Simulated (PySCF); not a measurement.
PySCF input file for GaF2Cl, SMILES [F][Ga]([F])[Cl], ωB97X-D3(BJ)/def2-SVP. 

```python
import numpy as np
from pyscf import gto, scf, dft
from pyscf.geomopt import geometric_solver

mol = gto.M(
    atom='''
    Ga   -0.00000000    0.00000000   -0.25412920
    F     0.00000000   -1.41833439   -1.27521512
    F     0.00000000    1.41833438   -1.27521513
    Cl    0.00000000   -0.00000000    1.81363986
    ''',
    basis='def2-SVP',
    charge=0,
    spin=0,
    max_memory=1600,
    verbose=3,
)
mf = dft.RKS(mol, xc='wb97x-d3bj').density_fit(auxbasis='def2-universal-jkfit')
mf.grids.level = 3
mf.conv_tol = 1e-9
mf.max_cycle = 100
mf.kernel()
grad = mf.nuc_grad_method()
grad.grid_response = mol.nao <= 150
conv, mol_eq = geometric_solver.kernel(grad, convergence_set='GAU_TIGHT', maxsteps=100)
print(mol_eq.tostring(format='xyz'))
mf.reset(mol_eq)
mf.kernel()
```

Log of the run:

```
converged SCF energy = -2584.29471279891
[banner and settings of the optimiser left out]
Geometry optimization cycle 1
Cartesian coordinates (Angstrom)
 Atom        New coordinates             dX        dY        dZ
  Ga   0.000000   0.000000  -0.254129    0.000000  0.000000  0.000000
   F   0.000000  -1.418334  -1.275215    0.000000  0.000000  0.000000
   F   0.000000   1.418334  -1.275215    0.000000  0.000000  0.000000
  Cl   0.000000   0.000000   1.813640    0.000000  0.000000 -0.000000

WARN: Mole.unit (angstrom) is changed to Bohr

converged SCF energy = -2584.29471279892
--------------- DFRKS_Scanner gradients ---------------
         x                y                z
0 Ga    -0.0000000000     0.0000000001     0.0279843371
1 F    -0.0000000000    -0.0021782828    -0.0083149931
2 F    -0.0000000000     0.0021782621    -0.0083149903
3 Cl     0.0000000000     0.0000000003    -0.0113543271
----------------------------------------------
cycle 1: E = -2584.2947128  dE = -2584.29  norm(grad) = 0.0325548
Step    0 : Gradient = 1.628e-02/2.798e-02 (rms/max) Energy = -2584.2947127989
Hessian Eigenvalues: 4.50000e-02 5.00000e-02 5.00000e-02 ... 2.78572e-01 3.07158e-01 3.07158e-01

Geometry optimization cycle 2
Cartesian coordinates (Angstrom)
 Atom        New coordinates             dX        dY        dZ
  Ga   0.000000   0.000000  -0.315099    0.000000  0.000000 -0.060970
   F   0.000000  -1.478697  -1.225030    0.000000 -0.060363  0.050185
   F   0.000000   1.478698  -1.225030    0.000000  0.060363  0.050185
  Cl  -0.000000   0.000000   1.774238   -0.000000  0.000000 -0.039401
converged SCF energy = -2584.29658616595
--------------- DFRKS_Scanner gradients ---------------
         x                y                z
0 Ga     0.0000000000    -0.0000000074     0.0070956904
1 F    -0.0000000000    -0.0011281951    -0.0011123185
2 F    -0.0000000000     0.0011282181    -0.0011123301
3 Cl    -0.0000000000    -0.0000000016    -0.0048710453
----------------------------------------------
cycle 2: E = -2584.29658617  dE = -0.00187337  norm(grad) = 0.0088936
Step    1 : Displace = 6.632e-02/7.850e-02 (rms/max) Trust = 1.000e-01 (=) Grad = 4.447e-03/7.096e-03 (rms/max) E (change) = -2584.2965861660 (-1.873e-03) Quality = 1.114
Hessian Eigenvalues: 4.50000e-02 5.00000e-02 5.00000e-02 ... 2.85762e-01 3.03827e-01 3.07158e-01

Geometry optimization cycle 3
Cartesian coordinates (Angstrom)
 Atom        New coordinates             dX        dY        dZ
  Ga  -0.000000   0.000000  -0.323871   -0.000000 -0.000000 -0.008771
   F   0.000000  -1.482153  -1.221805    0.000000 -0.003456  0.003225
   F   0.000000   1.482153  -1.221805    0.000000  0.003455  0.003225
  Cl   0.000000   0.000000   1.776561    0.000000 -0.000000  0.002322
converged SCF energy = -2584.29666188656
--------------- DFRKS_Scanner gradients ---------------
         x                y                z
0 Ga    -0.0000000000     0.0000000104     0.0005910075
1 F     0.0000000000     0.0001934283     0.0001300994
2 F     0.0000000000    -0.0001934542     0.0001301043
3 Cl     0.0000000000    -0.0000000003    -0.0008512738
----------------------------------------------
cycle 3: E = -2584.29666189  dE = -7.57206e-05  norm(grad) = 0.0010875
Step    2 : Displace = 5.635e-03/8.771e-03 (rms/max) Trust = 1.414e-01 (+) Grad = 5.437e-04/8.513e-04 (rms/max) E (change) = -2584.2966618866 (-7.572e-05) Quality = 1.101
Hessian Eigenvalues: 4.50000e-02 5.00000e-02 5.00000e-02 ... 2.75609e-01 3.07158e-01 3.16479e-01

Geometry optimization cycle 4
Cartesian coordinates (Angstrom)
 Atom        New coordinates             dX        dY        dZ
  Ga   0.000000   0.000000  -0.324499    0.000000  0.000000 -0.000628
   F  -0.000000  -1.482666  -1.222235   -0.000000 -0.000513 -0.000430
   F  -0.000000   1.482667  -1.222235   -0.000000  0.000514 -0.000430
  Cl  -0.000000   0.000000   1.778052   -0.000000  0.000000  0.001491
converged SCF energy = -2584.29666380605
--------------- DFRKS_Scanner gradients ---------------
         x                y                z
0 Ga     0.0000000000    -0.0000000048     0.0000310624
1 F    -0.0000000000    -0.0000105970     0.0000071460
2 F    -0.0000000000     0.0000106091     0.0000071478
3 Cl    -0.0000000000    -0.0000000002    -0.0000452925
----------------------------------------------
cycle 4: E = -2584.29666381  dE = -1.91949e-06  norm(grad) = 5.78212e-05
Step    3 : Displace = 9.373e-04/1.490e-03 (rms/max) Trust = 2.000e-01 (+) Grad = 2.891e-05/4.529e-05 (rms/max) E (change) = -2584.2966638060 (-1.919e-06) Quality = 1.041
Hessian Eigenvalues: 4.50000e-02 5.00000e-02 5.00000e-02 ... 2.62776e-01 3.07158e-01 3.19888e-01

Geometry optimization cycle 5
Cartesian coordinates (Angstrom)
 Atom        New coordinates             dX        dY        dZ
  Ga  -0.000000   0.000000  -0.324429   -0.000000 -0.000000  0.000070
   F   0.000000  -1.482536  -1.222361    0.000000  0.000130 -0.000125
   F   0.000000   1.482537  -1.222361    0.000000 -0.000130 -0.000126
  Cl   0.000000   0.000000   1.778230    0.000000  0.000000  0.000178
converged SCF energy = -2584.29666381622
--------------- DFRKS_Scanner gradients ---------------
         x                y                z
0 Ga    -0.0000000000    -0.0000000010    -0.0000022273
1 F     0.0000000000     0.0000011790     0.0000011684
2 F     0.0000000000    -0.0000011717     0.0000011687
3 Cl     0.0000000000    -0.0000000003    -0.0000001500
----------------------------------------------
cycle 5: E = -2584.29666382  dE = -1.01745e-08  norm(grad) = 3.23688e-06
Step    4 : Displace = 1.596e-04/1.801e-04 (rms/max) Trust = 2.828e-01 (+) Grad = 1.618e-06/2.227e-06 (rms/max) E (change) = -2584.2966638162 (-1.017e-08) Quality = 1.031
Hessian Eigenvalues: 4.50000e-02 5.00000e-02 5.00000e-02 ... 2.52973e-01 3.07158e-01 3.22965e-01

Geometry optimization cycle 6
Cartesian coordinates (Angstrom)
 Atom        New coordinates             dX        dY        dZ
  Ga   0.000000   0.000000  -0.324423    0.000000 -0.000000  0.000005
   F  -0.000000  -1.482534  -1.222365   -0.000000  0.000003 -0.000004
   F  -0.000000   1.482534  -1.222365   -0.000000 -0.000003 -0.000004
  Cl  -0.000000   0.000000   1.778235   -0.000000  0.000000  0.000005
converged SCF energy = -2584.29666381622
--------------- DFRKS_Scanner gradients ---------------
         x                y                z
0 Ga     0.0000000000     0.0000000002     0.0000014122
1 F    -0.0000000000    -0.0000007990    -0.0000002885
2 F    -0.0000000000     0.0000007985    -0.0000002850
3 Cl    -0.0000000000     0.0000000016    -0.0000007884
----------------------------------------------
cycle 6: E = -2584.29666382  dE = -1.81899e-12  norm(grad) = 2.01408e-06
Step    5 : Displace = 5.217e-06/5.549e-06 (rms/max) Trust = 3.000e-01 (+) Grad = 1.007e-06/1.412e-06 (rms/max) E (change) = -2584.2966638162 (-1.819e-12) Quality = 0.114
Hessian Eigenvalues: 4.50000e-02 5.00000e-02 5.00000e-02 ... 2.52973e-01 3.07158e-01 3.22965e-01
Converged! =D

4
XYZ from PySCF
Ga          0.00000000        0.00000009       -0.32442315
F          -0.00000000       -1.48253367       -1.22236528
F          -0.00000000        1.48253387       -1.22236524
Cl         -0.00000000        0.00000008        1.77823498
converged SCF energy = -2584.29666381628
```

Self-consistency was reached.

Cost: about 40 core-seconds (a rough figure).
